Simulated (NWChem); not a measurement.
System: CH4MgSe; SMILES [CH3][Mg][SeH]

The following NWChem deck was run.

```
start job
memory heap 200 mb stack 900 mb global 1100 mb
geometry units angstroms noautoz
  Mg     0.137079    -1.163001     0.009472
  C      0.389435    -3.234555     0.028204
  H     -0.318225    -3.737910    -0.652336
  H      0.230700    -3.657577     1.034573
  H      1.405694    -3.523042    -0.290229
  Se    -0.123879     1.268937    -0.006035
  H     -1.565967     1.107373    -0.266588
end
basis spherical
  * library def2-svp
end
dft
  xc b3lyp
  iterations 150
end
tddft
  cis
  nroots 6
  notriplet
end
task tddft energy
```

All runs use the structure optimised with PBE0/def2-SVP.

Vertical excitations in the gas phase.

**Question.** Predict the main results of this run. (B3LYP/def2-SVP, TDA.) Quantities: lowest excitation, singlet (eV); oscillator strength of that lowest state; lowest state with f > 0.02, singlet (eV); oscillator strength of that bright state; orbital gap (eV).

**Answer.** 
| Property | Result |
|---|---|
| lowest excitation, singlet (eV) | 4.22 |
| oscillator strength of that lowest state | 0.051 |
| lowest state with f > 0.02, singlet (eV) | 4.22 |
| oscillator strength of that bright state | 0.051 |
| orbital gap (eV) | 5.13 |
